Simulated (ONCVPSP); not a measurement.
# Mn: variants of one ONCV potential

Base potential:

Mn, optimised norm-conserving Vanderbilt (ONCV), made with ONCVPSP 4.0.1 (PBE, scalar-relativistic). Core [Ar], reference 3d5 4s1 (charge +1). Waves: 4s: rc 2.00 bohr, ncon 5, nbas 9, qcut 4.1 1/bohr, 2 projectors, debl 1.1 Ha; p scattering state at 0.22 Ha: rc 1.90 bohr, ncon 3, nbas 6, qcut 5.2 1/bohr, 2 projectors, debl 3 Ha; 3d: rc 1.00 bohr, ncon 4, nbas 8, qcut 9.7 1/bohr, 2 projectors, debl 1.9 Ha. Local part: polynomial inside 0.85 bohr (lpopt 4, dvloc0 3 Ha). Core correction: none.

All-electron outer shells of the reference configuration (PBE, scalar-relativistic, ld1.x):

```json
{"shell": "3p", "level (eV)": "-62.83", "outermost node (bohr)": "0.31", "outermost maximum (bohr)": "0.75"}
{"shell": "3d", "level (eV)": "-14.91", "outermost node (bohr)": "–", "outermost maximum (bohr)": "0.76"}
{"shell": "4s", "level (eV)": "-11.88", "outermost node (bohr)": "1.05", "outermost maximum (bohr)": "2.38"}
```

Cutoffs, loose and tight: the cutoffs (Ha) at which the residual kinetic energy of the hardest occupied pseudo-wave falls to 1 and 0.1 mHa per electron. They do not see the model core or the augmentation charge, which bear on the density cutoff. Test errors are all-electron minus pseudo excitation energies from the reference, over the configurations 3d5 4s2; 3d5 4s0; 3d4 4s0; 3d5 4s0 4p1. A dash means not determined; rows that change the core or the reference have their own tests. The largest error is taken over the tests solved by every variant that gives reliable tests at all: 3d4 4s0; 3d5 4s0; 3d5 4s2.

A true bound ghost makes a file unfit for plane-wave use even where its test errors are small: the radial tests pick states by their node count and pass the ghost by.

| change | outcome | cutoff, loose | cutoff, tight | bound ghosts | GHOST(+) flags above zero | largest test error (meV) |
| --- | --- | --- | --- | --- | --- | --- |
| base | generated | 216 Ha | 251 Ha | s, p | s, p | +107 |
| p: rc 2.02 | generated, projector energies reset by the program | 216 Ha | 251 Ha | s | s, p | +107 |
| s: ncon 3, nbas 7 | failed: ERROR pspot: first pseudo wave function has node, program will stop | – | – | – | – | – |
| p: rc 2.78 | generated, projector energies reset by the program | 216 Ha | 251 Ha | s | s, p | +107 |
| p: qcut 6.6 | failed: ERROR pspot: first pseudo wave function has node, program will stop | – | – | – | – | – |
| local potential polynomial inside 0.65 bohr (lpopt 5, dvloc0 0 Ha) | generated | 216 Ha | 251 Ha | s, p | s, p | +107 |
| d: nproj 3 | generated | 216 Ha | 251 Ha | s, p | s, p, d | +107 |
